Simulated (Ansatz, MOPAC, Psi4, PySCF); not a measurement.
Pair of molecules: HF (SMILES F) (first 2 atoms) with HBr (SMILES Br); geometry from B3LYP-D3(BJ)/def2-TZVP, rigid monomers moved along the line of their centres of mass till F1···H4 is 1.87 Å.
(charge 0, multiplicity 1):
```xyz
4

F     -0.3622     0.1354     0.3694
H     -0.2203    -0.7743     0.2652
Br    -0.0607     0.8722     3.5394
H     -0.2326     0.7607     2.1242
```

Counterpoise-corrected where a basis set is named; no monomer relaxation. Rows marked so take none.

Correlated levels freeze the cores. Filled d and f shells under p-block atoms count as core. Rows in 3-21G carry no dispersion term and start afresh at each structure; the Pople sets are all-electron and without relativity. The state that PM6 reach isn't checked.

Codes used: Ansatz (a first-principles code); MOPAC for PM6 (differences of heats of formation); Psi4 for SAPT; PySCF for 3-21G rows, the dispersion terms. Each number belongs to the level named beside it.

Problem. One of these levels gives -22.9 kJ/mol for the interaction energy. Which?
(A) HF/3-21G (no counterpoise)
(B) B3LYP-D4/def2-TZVPPD
(C) PM6
(D) SAPT0/aug-cc-pVDZ

Solution. A, HF/3-21G (no counterpoise). The others give 10.8 (PM6), -7.3 (B3LYP-D4/def2-TZVPPD), -8.9 (SAPT0/aug-cc-pVDZ)
